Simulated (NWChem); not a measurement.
System: GaN$_{2}$H$_{4}$F; SMILES [NH2][Ga]([NH2])[F]

```xyz
8

Ga     0.0000     0.0000     0.0191
F      0.0000     0.0000     1.7951
N     -1.6410    -0.0243    -0.7812
H     -1.7421     0.3734    -1.7180
H     -2.4419     0.2332    -0.1987
N      1.6410     0.0243    -0.7812
H      1.7421    -0.3734    -1.7180
H      2.4419    -0.2332    -0.1987
```
Atoms are numbered in this order, from 1.

Program: NWChem. Coordinates come from a PBE-D3(BJ)/def2-SVP optimisation. Vzz is the largest principal value of the second derivative of the potential at the nucleus (NWChem prints the opposite sign); η is the asymmetry. Non-relativistic.

| level | Vzz Ga1 (a.u.) | η Ga1 | Vzz N6 (a.u.) | η N6 |
|---|---|---|---|---|
| PBE0/def2-TZVP | 2.270 | 0.69 | -0.808 | 0.27 |
| PBE0/def2-SVP | … | … | -0.847 | 0.28 |
| B3LYP/def2-TZVP | 2.205 | 0.70 | -0.825 | 0.28 |
| B3LYP/cc-pVTZ | 2.133 | 0.67 | -0.844 | 0.25 |

Question: Some entries are withheld; supply them.

Answer: 
- PBE0/def2-SVP, Vzz Ga1 (a.u.): 1.499
- PBE0/def2-SVP, η Ga1: 0.77
